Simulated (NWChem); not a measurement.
Basis-set dependence for H3N2

```xyz
5

N      0.6511    -0.3566     0.0959
N     -0.5470     0.1891    -0.1233
H      1.3245     0.4159     0.0242
H     -0.7248     1.1746     0.0674
H     -1.3289    -0.4182     0.1002
```
Charge 0, spin multiplicity 2.

Everything below was run with NWChem. All single points use one geometry, from UPBE0/def2-SVP, a minimum by its harmonic frequencies. It is one conformer; others weren't searched.

Hartree-Fock energies in Ha, correlation energies in mHa.

The correlated methods keep 2 core orbitals frozen. The Pople sets run with spherical d functions. The structure started from a generated list of species. No SCF solution was tested for a lower state. Open-shell Hartree-Fock references start from PBE0 orbitals. No row is a measurement; the coupled-cluster row has its own basis-set and correlation limits.

```json
[
 {"basis": "cc-pVDZ", "functions": "43", "UHF": "-110.58496", "UMP2": "-317.6", "SCS-UMP2": "-312.5", "URI-MP2": "-317.6", "CCSD on ROHF": "-349.5", "CCSD[T] on ROHF": "-359.0", "CCSD(T) on ROHF": "-358.4", "CCSD on UHF": "-343.7", "CCSD[T] on UHF": "-352.8", "CCSD(T) on UHF": "-352.2"},
 {"basis": "6-311G**", "functions": "54", "UHF": "-110.60680", "UMP2": "-338.8", "SCS-UMP2": "-333.6", "URI-MP2": "not run", "CCSD on ROHF": "-368.4", "CCSD[T] on ROHF": "-380.5", "CCSD(T) on ROHF": "-379.9", "CCSD on UHF": "-362.5", "CCSD[T] on UHF": "-374.2", "CCSD(T) on UHF": "-373.6"},
 {"basis": "cc-pVTZ", "functions": "102", "UHF": "-110.62025", "UMP2": "-400.5", "SCS-UMP2": "-397.0", "URI-MP2": "-400.5", "CCSD on ROHF": "not run", "CCSD[T] on ROHF": "not run", "CCSD(T) on ROHF": "not run", "CCSD on UHF": "not run", "CCSD[T] on UHF": "not run", "CCSD(T) on UHF": "not run"}
]
```

From 6-311G** to cc-pVTZ the Hartree-Fock energy moves by -13.5 mHa and the UMP2 correlation energy by -61.7 mHa, which is 15 % of its value in the larger set.
